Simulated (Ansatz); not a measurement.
C6H14O3 (`COCCOCCOC`) at its PBE0-D4/def2-TZVP geometry, where that method's forces vanish. Charge 0, multiplicity 1.

```xyz
23

C    -2.4120    1.4801   -0.5980
O    -1.7196    0.5669   -1.4044
C    -0.5053    1.0760   -1.9121
C     0.6649    0.9808   -0.9521
O     1.2487   -0.2970   -0.8738
C     0.4736   -1.3224   -0.2992
C    -0.0550   -1.0208    1.0937
O     0.8816   -0.4630    1.9764
C     2.0017   -1.2738    2.2087
H    -2.6660    2.3912   -1.1578
H    -3.3341    0.9961   -0.2746
H    -1.8414    1.7735    0.2933
H    -0.6383    2.1257   -2.2155
H    -0.2740    0.4943   -2.8090
H     1.4629    1.6321   -1.3192
H     0.3840    1.3468    0.0438
H    -0.3885   -1.5831   -0.9271
H     1.1376   -2.1901   -0.2761
H    -0.8774   -0.3055    1.0431
H    -0.4660   -1.9608    1.4982
H     2.5746   -0.8075    3.0108
H     2.6411   -1.3555    1.3222
H     1.7071   -2.2839    2.5286
```

(1) What forces (eV/Å) does r2SCAN-D4/def2-TZVPP give on these atoms in Ansatz 0.2.0? (Best estimate.)

## Answers

(1) Ansatz gave: 
```
C1  -0.174  0.202  0.197
O2  -0.144 -0.359 -0.063
C3   0.193  0.121 -0.185
C4  -0.039  0.308  0.056
O5   0.362 -0.068 -0.102
C6  -0.137 -0.275  0.018
C7  -0.261 -0.095 -0.096
O8  -0.039  0.355  0.149
C9   0.271 -0.183  0.058
H10  0.003  0.006 -0.006
H11  0.022  0.001 -0.007
H12  0.006  0.008  0.002
H13 -0.004  0.024 -0.006
H14 -0.003 -0.013  0.002
H15  0.006 -0.006  0.000
H16 -0.015  0.004  0.019
H17 -0.022 -0.007 -0.016
H18  0.004  0.008 -0.005
H19  0.001  0.014  0.002
H20 -0.009 -0.029  0.009
H21 -0.017 -0.003 -0.018
H22  0.002 -0.004 -0.003
H23 -0.007 -0.009 -0.005
```
